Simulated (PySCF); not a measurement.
Compound: C₂H₃Ga.
SMILES: `C#[C][GaH2]`

Computed with EOM-IP-CCSD/aug-cc-pVDZ in PySCF, restricted Hartree–Fock reference, frozen core, non-relativistic, gas phase, PBE0-D3(BJ)/def2-SVP geometry.

Hartree–Fock orbital energies give these Koopmans values (eV): HOMO 10.57, HOMO-1 10.85, HOMO-2 12.20, HOMO-3 13.30, HOMO-4 17.26, HOMO-5 19.99.

**Question.** What vertical ionisation energies does EOM-IP-CCSD give?

**Answer.** 
```tsv
leading hole (HF orbital)	Koopmans (eV)	EOM-IP-CCSD (eV)	change (eV)	one-hole share
HOMO	10.57	10.48	-0.09	0.96
HOMO-1	10.85	10.91	+0.06	0.96
HOMO-2	12.20	11.79	-0.41	0.94
HOMO-3	13.30	12.22	-1.08	0.93
HOMO-4	17.26	15.88	-1.38	0.90
HOMO-5	19.99	17.92	-2.07	0.90
```

**Question.** Does the order of the lines follow the orbital energies?

**Answer.** Yes, no two lines change places. The corrections run from -2.07 to +0.06 eV, with a mean of -0.83 eV over the 6 lines; EOM-IP-CCSD lies above the Koopmans value for HOMO-1.

**Question.** At what kinetic energies would He I light (21.22 eV) eject these electrons?

**Answer.** 10.74 eV (HOMO), 10.31 eV (HOMO-1), 9.43 eV (HOMO-2), 9.00 eV (HOMO-3), 5.34 eV (HOMO-4), 3.30 eV (HOMO-5).

**Question.** What total energy has the lowest final state, and which wavelength reaches it?

**Answer.** E(CCSD) + ionisation energy = -2001.01129 + 0.38526 = -2000.62603 Eh, at the geometry of the initial state. The threshold wavelength is 1239.84 eV nm/10.48 eV = 118.3 nm.

One root was sought for each valence orbital with −ε under 21 eV, eight at most, so deeper holes and satellites are missing; no vibrational structure.

Hardware: one thread of an Arm Neoverse V2, shared host. Cost: 5.3 min of wall time.
